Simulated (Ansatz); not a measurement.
Name a neutral molecule of K and H with HOMO energy (ωB97M-V/def2-TZVPP) between -6.55 and -6.25 eV and LUMO energy (PBE0/def2-TZVPP) between -1.30 and -1.00 eV (Ansatz, PBE0-D4/def2-TZVP geometry).

`[KH]` (-6.28 eV, -1.12 eV). Other molecules can fit too; these were computed, each in one conformer that needn't be the lowest.
